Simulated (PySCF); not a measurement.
C2H6BFO2, SMILES OB(CF)OC. Atoms are numbered in the order given.

```xyz
12

C     -0.0352     2.4623     0.0000
O     -0.7190     1.2156     0.0000
B     -0.0203     0.0458     0.0000
O      1.3470     0.0234     0.0000
C     -0.8158    -1.3355     0.0000
F      0.1193    -2.3916     0.0000
H     -0.7927     3.2703     0.0000
H      0.6095     2.5739     0.8978
H      0.6095     2.5739    -0.8978
H      1.6280    -0.9149     0.0000
H     -1.4719    -1.4400     0.8937
H     -1.4719    -1.4400    -0.8937
```
Charge 0, spin multiplicity 1.

Coordinates come from a PBE-D3(BJ)/def2-SVP optimisation. The geometry has at least one imaginary mode, so it is a saddle point at that level. This is a generated structure with no PubChem entry under its InChIKey; it may be hypothetical. One conformer was computed; it need not be the lowest.

These are PBE-D3(BJ)/def2-SVP in PySCF values and carry that method's errors.

No scaling factor is applied to the harmonic values.

```
mode  ν (cm⁻¹)  IR (km/mol)  moving atoms (share of kinetic energy)
----  --------  -----------  --------------------------------------
1          42i          0.0                                  H 96 %
2           86          2.3          F 34 %, C 23 %, H 22 %, O 16 %
3          151         12.1                  O 40 %, H 31 %, C 25 %
4          169          5.2  F 26 %, C 24 %, O 22 %, H 18 %, B 10 %
5          242         14.2          O 54 %, H 17 %, F 15 %, C 14 %
6          383          2.0           F 36 %, C 31 %, O 22 %, H 9 %
7          460          9.4                  B 44 %, H 35 %, O 17 %
8          543          5.8          O 39 %, C 25 %, H 17 %, B 10 %
9          647         67.2                                  H 91 %
10         775          1.4                  O 53 %, C 30 %, H 14 %
11         860         22.6                  H 40 %, B 32 %, C 23 %
12         956        137.1  H 33 %, C 30 %, O 13 %, B 12 %, F 12 %
13        1033         42.9                  C 42 %, F 27 %, H 22 %
14        1078         46.4                  H 41 %, O 32 %, C 25 %
15        1133          0.1                          H 76 %, C 19 %
16        1162          4.5                   H 70 %, C 19 %, O 8 %
17        1182          2.4                                  H 91 %
18        1240         96.0          H 59 %, C 14 %, O 14 %, B 12 %
19        1357        204.2          B 52 %, C 18 %, O 17 %, H 13 %
20        1389        143.8                  H 68 %, B 16 %, C 13 %
21        1397          2.4                                  H 93 %
22        1418          5.6                                  H 97 %
23        1420         14.2                                  H 96 %
24        1500        254.9                  B 50 %, H 27 %, O 21 %
25        2953         50.6                                  H 97 %
26        2960         18.7                                  H 95 %
27        3010         18.7                          H 90 %, C 10 %
28        3034         26.8                          H 90 %, C 10 %
29        3067         21.6                          H 90 %, C 10 %
30        3659        100.4                                  H 94 %
```
